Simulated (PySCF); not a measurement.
PGME (C4H10O2), SMILES COCC(C)O.

Coordinates come from a PBE0-D3(BJ)/def2-SVP optimisation. Other conformers were not sampled.

The numbers are results of PySCF with PBE/def2-TZVP, not measurements.

Gas-phase values at a fixed geometry.

Computed frontier levels, gap, dipole moment and polarisability:
```yaml
highest_occupied_level: -6.01 eV
lowest_empty_level: 0.36 eV
orbital_gap: 6.37 eV
dipole_moment: 2.15 D
quadrupole, principal values (traceless, Buckingham form, about the centre of nuclear charge): -4.57, -0.85, 5.42 D·Å
mean_static_polarisability: 62.5 bohr³ (9.25 Å³)
polarisability_principal_values: 55.1, 58.7, 73.6 bohr³
```
